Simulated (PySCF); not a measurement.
C₂H₇AlO₂, SMILES C[O][AlH][O]C.

Geometry optimised at B3LYP-D3(BJ)/def2-SVP. The structure was generated by enumeration; whether it is a known compound was not checked. The values are those of a single conformer.

These are HF/def2-TZVP (PySCF) values and carry that method's errors.

Symmetry labels are those of the subgroup C2v that the program uses (full group C2v).

Task: List the valence orbital energies around the gap with their symmetry. (An estimate is asked for; the answer gives what the named calculation found.)

Result: 
| orbital | symmetry | energy (eV) |
|---|---|---|
| HOMO−7 | B2 | -16.75 |
| HOMO−6 | A2 | -16.61 |
| HOMO−5 | B1 | -16.40 |
| HOMO−4 | A1 | -12.75 |
| HOMO−3 | A1 | -12.57 |
| HOMO−2 | B2 | -12.21 |
| HOMO−1 | B1 | -11.89 |
| HOMO | A2 | -11.84 |
| LUMO | B2 | 2.44 |
| LUMO+1 | A1 | 2.99 |
| LUMO+2 | B1 | 3.91 |
| LUMO+3 | A1 | 4.13 |
